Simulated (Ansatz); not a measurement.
Species: C$_{5}$H$_{7}$Ge, net charge -1, singlet state. It need not be the lowest isomer of its formula. Whether it binds its extra electron was not tested at this geometry. 
Geometry from a B3LYP-D3(BJ)/def2-TZVP (Ansatz, an electronic-structure program) optimisation:
```
C
C 1 1.4199
H 2 1.0830 1 125.65
C 2 1.4028 3 126.18 1 179.49
H 4 1.0835 2 125.91 3 -0.68
C 4 1.4150 5 125.93 2 178.83
H 6 1.0835 4 125.94 5 0.00
C 6 1.4028 7 125.92 4 178.83
H 8 1.0829 6 126.20 7 0.67
Ge 1 1.8989 2 126.33 3 -3.55
H 10 1.5590 1 113.14 2 153.21
H 10 1.5594 11 105.80 1 124.66
H 10 1.5689 11 103.24 12 108.01
```
Charge -1, spin multiplicity 1.

Total electronic energies in hartree. Valence correlation only, unless marked. Spin-orbit coupling is left out. The frozen core is the preceding noble-gas configuration, with the filled d and f shells of earlier blocks. No relativistic terms. CBS(X,Y): correlation extrapolated as X^-3; Hartree-Fock from the larger set. The bracket is a focal-point correction in the basis named.

```tsv
level	program	energy (Eh)
HF/aug-cc-pVTZ	Ansatz	-2268.84733
PBE-D4/def2-TZVPD	Ansatz + dftd4	-2271.24742
BLYP-D3(BJ)/def2-TZVPD	Ansatz + dftd3	?
B3LYP-D4/def2-TZVPD	Ansatz + dftd4	-2271.88562
MP2/aug-cc-pVDZ	Ansatz	-2269.54825
RI-MP2/CBS(aug-cc-pVTZ,aug-cc-pVQZ)	Ansatz	-2269.9165
SCS-MP2/cc-pVTZ	Ansatz	-2269.78008
SCS-MP2/cc-pVQZ	Ansatz	-2269.86322
RI-MP2/CBS(aug-cc-pVTZ,aug-cc-pVQZ)+[CCSD(T)-MP2]/aug-cc-pVTZ	Ansatz	-2269.9967
```

**Question.** Some entries are withheld; supply them.

**Answer.** 
- BLYP-D3(BJ)/def2-TZVPD, energy (Eh): -2271.79252
